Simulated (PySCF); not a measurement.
# Ionisation energy of P⁺ by level of theory

P⁺ [Ne] 3s2 3p2 (3P) → P²⁺ [Ne] 3s2 3p1 (2P), as a difference of total energies. All numbers are calculated (PySCF 2.14, no relativity, point nucleus, in cc-pV(D+d)Z (4s3p2d, 23 functions)). Correlated levels: valence: [Ne] frozen. The calculations carry no spin-orbit coupling.

```tsv
method	ionisation energy (eV)
UHF	19.178
PBE	19.808
B3LYP	19.772
MP2 (valence)	19.489
SCS-MP2 (valence)	19.411
CCSD (valence)	19.518
CCSD(T) (valence)	19.528
```

**Question.** How much does correlation contribute at CCSD(T) (valence)?

**Answer.** 19.528 − (19.178) = 0.350 eV, measured against UHF.

The reference lies between the lowest fine-structure levels, while these numbers refer to the centres of the terms.

Errors of the correlated levels include the incompleteness of this basis and the frozen core.

For comparison: 19.769 eV (semi-empirical (NIST evaluation); NIST Atomic Spectra Database, ionization energies).
